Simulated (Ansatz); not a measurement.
`[AlH2][O][SnH2][SiH3]` + H₂S → `[SiH3][SnH2][SH]` + `[OH][AlH2]` at 700 K and 1 bar (ligand exchange at the Sn–O bond).

Computed with Ansatz on PBE0-D4/def2-TZVP structures; ΔE is electronic, products minus reactants. CCSD(T)/CBS adds triple-zeta CCSD(T) − MP2 to the extrapolated MP2 energy (def2 sets, frozen cores). This one scheme is used for every species. Elements past krypton have def2 core potentials. For Sn outer-core shells are correlated without core-valence functions, which leaves a few kJ/mol of doubt a bond. One conformer a species, not always the lowest.

```json
{"species": "`[AlH2][O][SnH2][SiH3]`", "CCSD(T)/CBS energy (Eh)": "-824.54542", "H − E (kJ/mol)": "241.9", "S (J/(mol·K))": "553.1"}
{"species": "H₂S", "CCSD(T)/CBS energy (Eh)": "-398.97279", "H − E (kJ/mol)": "64.8", "S (J/(mol·K))": "236.9"}
{"species": "`[SiH3][SnH2][SH]`", "CCSD(T)/CBS energy (Eh)": "-904.49804", "H − E (kJ/mol)": "201.4", "S (J/(mol·K))": "488.0"}
{"species": "`[OH][AlH2]`", "CCSD(T)/CBS energy (Eh)": "-319.03157", "H − E (kJ/mol)": "111.2", "S (J/(mol·K))": "312.7"}
```

H − E and S are ideal-gas, rigid-rotor, harmonic terms from PBE0-D4/def2-TZVP, for one conformer and one mirror image of each species. 1 Eh = 2625.50 kJ/mol, R = 8.31446 J/(mol·K).

Task: By hand: ΔE, ΔH, ΔS and ΔG.

Result: ΔE = (-904.49804) + (-319.03157) − (-824.54542) − (-398.97279) = -0.01140 Eh = -29.9 kJ/mol. Δ(H − E) = 201.4 + 111.2 − 241.9 − 64.8 = 5.9, so ΔH = -24.0 kJ/mol. ΔS = 488.0 + 312.7 − 553.1 − 236.9 = 10.7 J/(mol·K). ΔG = -24.0 − 700 × (10.7)/1000 = -31.5 kJ/mol.

Task: By hand: the equilibrium constant, and the temperature at which ΔG would vanish if ΔH and ΔS stayed fixed.

Result: log₁₀ K = −ΔG/(RT ln 10) = 2.4. ΔH and −TΔS have one sign here, so there is no such temperature.

The number of gas molecules stays the same, so ΔS is small and ΔH decides. A doubt of 5 kJ/mol in ΔE shifts log₁₀ K by 0.4 here. Other conformers and mirror images would add mixing entropy, several J/(mol·K) or more a flexible species. Modes under 60 cm⁻¹, often nearly free rotors, make the harmonic entropy too high. These are equilibria of isolated gas molecules and say nothing of rates. Largest T1 diagnostic: 0.014 (customary marks: 0.02 for closed shells, 0.045 for open ones).

ΔS is within the doubt of such terms, so its sign, and with it that verdict, could turn.
